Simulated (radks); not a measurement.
Trend from Mg to Ar: ionisation energy by Delta-SCF between NIST ground configurations, and size. All-electron calculation, Dirac Kohn-Sham, PBE, spin-unpolarised, spherical densities, finite nucleus; open shells are shared between the two j in proportion to 2j + 1; Fermi nuclear charge, rms radius of each element as measured or else 0.836 A^(1/3) + 0.57 fm. Program: a radial shooting solver on a logarithmic mesh with Libxc functionals.

species  configuration  configuration of the ion  IE (eV)  NIST (eV)  kind  outermost  <r> outermost (bohr)
Mg            [Ne] 3s2                  [Ne] 3s1    7.960      7.646  exp.      3s1/2                  3.15
Al        [Ne] 3s2 3p1                  [Ne] 3s2    5.761      5.986  exp.      3p3/2                  3.45
Si        [Ne] 3s2 3p2              [Ne] 3s2 3p1    7.740      8.152  exp.      3p3/2                  2.80
P         [Ne] 3s2 3p3              [Ne] 3s2 3p2    9.730     10.487  exp.      3p3/2                  2.38
S         [Ne] 3s2 3p4              [Ne] 3s2 3p3   11.769     10.360  exp.      3p3/2                  2.07
Cl        [Ne] 3s2 3p5              [Ne] 3s2 3p4   13.875     12.968  exp.      3p3/2                  1.85
Ar                [Ar]              [Ne] 3s2 3p5   16.058     15.760  exp.      3p3/2                  1.67

Reference values: NIST Atomic Spectra Database (exp. = measured, semi-emp. = semi-empirical, theory = theoretical value adopted there). Spin polarisation and multiplet splitting are left out, so open shells lie too high by an amount that depends on their filling.

Beside tabulated values, note that spin-unpolarised runs miss the spin-polarisation part of the exchange energy of open shells.
